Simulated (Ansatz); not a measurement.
`[SiH3]SS[SiH3]` + `NBO` → `NBO[SiH3]` + `[SiH3]SS`  (ligand exchange at the Si–S bond)

Calculated with Ansatz (gas phase, PBE0-D4/def2-TZVP geometries, no zero-point term in ΔE). CCSD(T)/CBS adds triple-zeta CCSD(T) − MP2 to the extrapolated MP2 energy (def2 sets, frozen cores). This one scheme is used for every species. Functionals use def2-TZVPP. B3LYP here is the variant with VWN-RPA as its local correlation; programs differ in this. Each species was taken in one conformer, which may not be the lowest.

`[SiH3]SS[SiH3]`:

```xyz
10

Si   -0.357    1.793   -0.908
S    -1.332    0.760    0.696
S    -1.232   -1.138   -0.152
Si    0.545   -1.766    0.868
H    -1.134    1.635   -2.161
H     1.016    1.265   -1.096
H    -0.315    3.221   -0.499
H     1.675   -0.867    0.527
H     0.815   -3.147    0.392
H     0.319   -1.757    2.334
```

`NBO`:

Z-matrix (Å, degrees):
```
N
B 1 1.397
H 1 1.003 2 122.7
H 1 1.006 2 122.6 3 -180.0
O 2 1.371 1 118.7 3 -180.0
H 2 1.202 1 119.9 3 -0.0
H 5 0.957 2 112.5 1 -180.0
```

`NBO[SiH3]`:

```xyz
10

N    -1.747    1.229    0.301
B    -0.540    0.745   -0.205
O     0.001   -0.397    0.325
Si    1.369   -1.238   -0.011
H    -2.187    2.059   -0.050
H    -2.245    0.772    1.047
H     0.010    1.333   -1.097
H     2.210   -1.297    1.211
H     0.998   -2.619   -0.412
H     2.131   -0.588   -1.110
```

`[SiH3]SS`:

Z-matrix (Å, degrees):
```
Si
S 1 2.143
H 1 1.484 2 110.0
H 1 1.482 2 110.2 3 121.2
H 1 1.487 2 106.0 3 -119.1
S 2 2.065 1 97.1 3 -62.7
H 6 1.346 2 98.0 1 89.3
```

| level | ΔE (kJ/mol) | difference from CCSD(T)/CBS |
| --- | --- | --- |
| r2SCAN-D4 | -25.5 | 1.8 |
| PBE0-D4 | -17.7 | 9.6 |
| B3LYP-D4 | -29.4 | -2.1 |
| B2PLYP | -34.5 | -7.2 |
| PBE0 | -21.9 | 5.4 |
| B3LYP | -37.3 | -10.0 |
| MP2/def2-TZVPP | -26.8 | 0.5 |
| CCSD/def2-TZVPP | -35.3 | -8.0 |
| SCS-MP2/def2-QZVPP | -32.7 | -5.4 |
| MP2/CBS(def2) | -23.4 | 3.9 |
| CCSD(T)/CBS | -27.3 | 0 |

Largest T1 diagnostic among the species: 0.012.

The D4 term adds +7.8 kJ/mol with B3LYP and +4.2 kJ/mol with PBE0; it sums over pairs of atoms, weighted by their polarisabilities, and B3LYP, whose exchange is more repulsive, gets the larger term. From PBE to PBE0 (25 % exact exchange), in def2-TZVPP and without D4, ΔE moves by −4.2 kJ/mol.
